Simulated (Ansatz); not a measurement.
Consider the formal exchange of groups at the Si–Cl bond: `CO[SiH2]Cl` + `O[SiH2]F` → `CO[SiH2][SiH](O)F` + HCl.

Computed with Ansatz on PBE0-D4/def2-TZVP structures; ΔE is electronic, products minus reactants. CCSD(T)/CBS is the MP2 limit (def2-TZVPP, def2-QZVPP) plus CCSD(T) − MP2 in def2-TZVPP, frozen cores. This one scheme is used for every species. DFT in def2-TZVPP. B3LYP here is the variant with VWN-RPA as its local correlation; programs differ in this. One conformer a species, not always the lowest.

Q: Is it downhill or uphill in electronic energy at CCSD(T)/CBS, and by how much? (An estimate is asked.)

A: Computed: Uphill: ΔE = +131.3 kJ/mol.

Q: What do these levels give: B3LYP-D4, ωB97X-V, ωB97M-V, PBE, r2SCAN, PBE0, B3LYP, MP2/def2-TZVPP, MP2/def2-QZVPP, SCS-MP2/def2-QZVPP, HF/CBS(def2), MP2/CBS(def2)? (An estimate is asked.)

A: Computed: B3LYP-D4 125.7, ωB97X-V 127.7, ωB97M-V 135.2, PBE 115.8, r2SCAN 130.5, PBE0 122.4, B3LYP 129.4, MP2/def2-TZVPP 140.3, MP2/def2-QZVPP 141.9, SCS-MP2/def2-QZVPP 140.9, HF/CBS(def2) 147.9, MP2/CBS(def2) 142.7 kJ/mol.

Largest T1 diagnostic among the species: 0.012.

The D4 term adds −3.7 kJ/mol with B3LYP and −2.4 kJ/mol with PBE0; it sums over pairs of atoms, weighted by their polarisabilities, and B3LYP, whose exchange is more repulsive, gets the larger term. From PBE to PBE0 (25 % exact exchange), in def2-TZVPP and without D4, ΔE moves by +6.6 kJ/mol.
